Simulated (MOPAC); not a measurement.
A run for MOPAC: PM3 on CH6InN (SMILES [CH3][InH][NH2]), a point of a torsion scan.

```
PM3 1SCF PRECISE CHARGE=0 THREADS=1
CH6InN

C     -1.61718274 1     0.16895910 1    -0.26683982 1
In     0.29837033 1    -0.48816259 1     0.67528732 1
N      2.15006686 1     0.01215919 1    -0.10846808 1
H     -2.29939960 1    -0.66806545 1    -0.39082768 1
H     -2.09629150 1     0.92851064 1     0.34727600 1
H     -1.37526671 1     0.59230029 1    -1.24167300 1
H      0.41012403 1    -1.44458347 1     2.11031797 1
H      2.26316304 1    -0.34095087 1    -1.05620632 1
H      2.26123677 1     1.02076750 1    -0.18705416 1
```

Program output:

```
*******************************************************************************
 **                                                                           **
 **                              MOPAC v23.2.5                                **
 **                                                                           **
 *******************************************************************************
 ** MOPAC's Digital Object Identifier: https://doi.org/10.5281/zenodo.6511958 **
 **                                                                           **
 ** Please cite the open-source release paper for use of this MOPAC version:  **
 ** J. E. Moussa and J. J. P. Stewart (2026)                                  **
 ** MOPAC: An open-source semiempirical molecular orbital program             **
 ** J. Open Source Softw., 11(119), 8025, https://doi.org/10.21105/joss.08025 **
 *******************************************************************************

                              PM3 CALCULATION RESULTS

 *******************************************************************************
 *  PM3        - The PM3 Hamiltonian to be used
 *
 *
 *
 *                 CHARGE ON SYSTEM = 0
 *
 *
 *
 *  PRECISE    - TIGHTER CRITERIA TO BE USED
 *  1SCF       - DO 1 SCF AND THEN STOP
 *  THREADS=1  - MULTI-THREADING NOT USED
 *  T=         - A TIME OF 172800.0 SECONDS REQUESTED
 *  DUMP=N     - RESTART FILE WRITTEN EVERY 7200.0 SECONDS REQUESTED
 *******************************************************************************
PM3 1SCF PRECISE CHARGE=0 THREADS=1
 CH6InN

   ATOM   CHEMICAL          X               Y               Z
  NUMBER   SYMBOL      (ANGSTROMS)     (ANGSTROMS)     (ANGSTROMS)

     1       C         -1.61718274  *   0.16895910  *  -0.26683982  *
     2      In          0.29837033  *  -0.48816259  *   0.67528732  *
     3       N          2.15006686  *   0.01215919  *  -0.10846808  *
     4       H         -2.29939960  *  -0.66806545  *  -0.39082768  *
     5       H         -2.09629150  *   0.92851064  *   0.34727600  *
     6       H         -1.37526671  *   0.59230029  *  -1.24167300  *
     7       H          0.41012403  *  -1.44458347  *   2.11031797  *
     8       H          2.26316304  *  -0.34095087  *  -1.05620632  *
     9       H          2.26123677  *   1.02076750  *  -0.18705416  *



          CARTESIAN COORDINATES

    NO.       ATOM           X           Y           Z

     1         C         -1.6172      0.1690     -0.2668
     2        In          0.2984     -0.4882      0.6753
     3         N          2.1501      0.0122     -0.1085
     4         H         -2.2994     -0.6681     -0.3908
     5         H         -2.0963      0.9285      0.3473
     6         H         -1.3753      0.5923     -1.2417
     7         H          0.4101     -1.4446      2.1103
     8         H          2.2632     -0.3410     -1.0562
     9         H          2.2612      1.0208     -0.1871

  H: (PM3): J. J. P. STEWART, J. COMP. CHEM. 10, 209 (1989).
  C: (PM3): J. J. P. STEWART, J. COMP. CHEM. 10, 209 (1989).
  N: (PM3): J. J. P. STEWART, J. COMP. CHEM. 10, 209 (1989).
 In: (PM3): J. J. P. STEWART, J. COMP. CHEM. 12, 320-341 (1991).

           Empirical Formula: C H6 N In  =     9 atoms



      MOLECULAR POINT GROUP   :   C1


      RHF CALCULATION, NO. OF DOUBLY OCCUPIED LEVELS = 9


 -------------------------------------------------------------------------------
 PM3 1SCF PRECISE CHARGE=0 THREADS=1
 CH6InN



     1SCF WAS SPECIFIED, SO BFGS WAS NOT USED
     SCF FIELD WAS ACHIEVED


                              PM3 CALCULATION
                                                       MOPAC v23.2.5 Linux




          FINAL HEAT OF FORMATION =         31.22695 KCAL/MOL =     130.65357 KJ/MOL


          COSMO AREA              =        112.03 SQUARE ANGSTROMS
          COSMO VOLUME            =         94.55 CUBIC ANGSTROMS

          IONIZATION POTENTIAL    =          9.224427 EV
          HOMO LUMO ENERGIES (EV) =         -9.224 -2.849
          NO. OF FILLED LEVELS    =          9
          MOLECULAR WEIGHT        =        146.8851         POINT GROUP:  C1

          MOLECULAR DIMENSIONS (Angstroms)

            Atom       Atom       Distance
            H     9    H     4     4.86755
            H     7    H     6     4.16511
            H     5    H     8     3.09275


          SCF CALCULATIONS        =          1





   ATOM   CHEMICAL          X               Y               Z
  NUMBER   SYMBOL      (ANGSTROMS)     (ANGSTROMS)     (ANGSTROMS)

     1       C         -1.61718274  *   0.16895910  *  -0.26683982  *
     2      In          0.29837033  *  -0.48816259  *   0.67528732  *
     3       N          2.15006686  *   0.01215919  *  -0.10846808  *
     4       H         -2.29939960  *  -0.66806545  *  -0.39082768  *
     5       H         -2.09629150  *   0.92851064  *   0.34727600  *
     6       H         -1.37526671  *   0.59230029  *  -1.24167300  *
     7       H          0.41012403  *  -1.44458347  *   2.11031797  *
     8       H          2.26316304  *  -0.34095087  *  -1.05620632  *
     9       H          2.26123677  *   1.02076750  *  -0.18705416  *

                             CARTESIAN COORDINATES

   1    C       -1.617182740     0.168959100    -0.266839820
   2   In        0.298370330    -0.488162590     0.675287320
   3    N        2.150066860     0.012159190    -0.108468080
   4    H       -2.299399600    -0.668065450    -0.390827680
   5    H       -2.096291500     0.928510640     0.347276000
   6    H       -1.375266710     0.592300290    -1.241673000
   7    H        0.410124030    -1.444583470     2.110317970
   8    H        2.263163040    -0.340950870    -1.056206320
   9    H        2.261236770     1.020767500    -0.187054160


           Empirical Formula: C H6 N In  =     9 atoms



      MOLECULAR POINT GROUP   :   C1


                  EIGENVALUES
 -28.88061 -27.46186 -15.18972 -15.14730 -13.97336 -13.78347 -11.79779 -11.35815
  -9.22443  -2.84896  -0.11186   0.47526   1.51042   4.12560   4.27083   4.43455
   4.51230   5.03039


              NET ATOMIC CHARGES AND DIPOLE CONTRIBUTIONS

  ATOM NO.   TYPE          CHARGE      No. of ELECS.   s-Pop       p-Pop
    1          C          -0.156776        4.1568     1.14821     3.00857
    2         In          -0.090855        3.0909     1.24748     1.84337
    3          N          -0.059970        5.0600     1.45630     3.60367
    4          H           0.066296        0.9337     0.93370
    5          H           0.066832        0.9332     0.93317
    6          H           0.056574        0.9434     0.94343
    7          H           0.029768        0.9702     0.97023
    8          H           0.044951        0.9550     0.95505
    9          H           0.043180        0.9568     0.95682
 DIPOLE           X         Y         Z       TOTAL
 POINT-CHG.    -0.294     0.260    -0.378     0.545
 HYBRID        -0.729     0.718    -1.077     1.485
 SUM           -1.023     0.978    -1.455     2.030


          ATOMIC ORBITAL ELECTRON POPULATIONS

     Atom    s        px        py        pz
    1  C   1.14821   0.98856   1.01050   1.00951
    2 In   1.24748   0.81103   0.35932   0.67303
    3  N   1.45630   1.27969   1.09288   1.23110
    4  H   0.93370
    5  H   0.93317
    6  H   0.94343
    7  H   0.97023
    8  H   0.95505
    9  H   0.95682

 **********************
 *                    *
 * JOB ENDED NORMALLY *
 *                    *
 **********************




 == MOPAC DONE ==
```

The run finished.

Cost: roughly 0.020 core-seconds.
